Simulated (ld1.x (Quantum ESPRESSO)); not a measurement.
**Building the PAW potential for rubidium (PBE, scalar-relativistic).**

ld1.x (Quantum ESPRESSO) 7.5 input, shortened:

```
&input
   title='Rb', zed=37., rel=1, dft='PBE', iswitch=3,
   config='[Kr] 4d-2 5s1 5p0'
 /
 &inputp
   pseudotype=3, lpaw=.true., tm=.true., lloc=-2, rcloc=2.40,
   nlcc=.true., new_core_ps=.true.,
   which_augfun='BESSEL', rmatch_augfun=1.85
 /
6
4S  1  0   2.00   0.00  2.30  3.00  0.0
5S  2  0   1.00   0.00  2.30  3.00  0.0
4P  2  1   6.00   0.00  3.00  3.30  0.0
5P  3  1   0.00   0.00  3.00  3.30  0.0
4D  3  2  -2.00   0.25  2.60  2.95  0.0
4D  3  2  -2.00   2.85  2.60  2.95  0.0
 &test
   configts(1)='4s2 4p6 5s1 5p0'
 /
```

All-electron outer shells of the reference configuration (PBE, scalar-relativistic, ld1.x):

```csv
shell,level (eV),outermost node (bohr),outermost maximum (bohr)
3p,-224.88,0.19,0.44
3d,-103.96,–,0.39
4s,-31.89,0.62,1.25
4p,-15.96,0.64,1.42
5s,-2.23,1.79,4.38
5p,-0.75,2.21,6.21
```

What the tests gave:

| Quantity | Value |
| --- | --- |
| Cutoffs needed | 8 Ry and 12 Ry (the cutoffs (Ry, on a coarse ladder) from which the occupation-weighted sum of valence levels, in a spherical-Bessel basis at the reference potential, stays within 10 and 1 mRy of its value at 400 Ry) |
| Ghost test | no extra level below or beside the all-electron valence levels (s, p, d, f tested) (spherical-Bessel basis up to 400 Ry, 20 bohr box) |
| Configuration tests | test run stopped at test 4 of 5 (negative rho) |
| Lowest eigenvalue of the overlap operator | 0.07 (s channel) |

Generation and tests took about 2.4 s on one core of a shared server CPU.
